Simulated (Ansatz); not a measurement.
Ansatz (a program for electronic structure) input:

Ansatz 0.2 input:
```yaml
crystal:
  periodic: [false, false, false]
  atoms:
    - {symbol: Ge, position_ang: [-0.00000000, -0.00000000, -1.59327959]}
    - {symbol: I, position_ang: [0.00000000, 0.00000000, 0.96198013]}
basis:
  gaussian:
    orbitals: def2-TZVPD
hamiltonian:
  xc: {name: wB97X}
total_charge: -1
magnetization: {spin_polarized: true, initial_magnetization: 2}
```

Problem. Which total energy does the run end on?

Solution. -2374.84795 Eh (wB97X/def2-TZVPD). The basis has 113 functions.

This state (charge -1, triplet) is run at the relaxed geometry of the species with charge 0 and multiplicity 2.
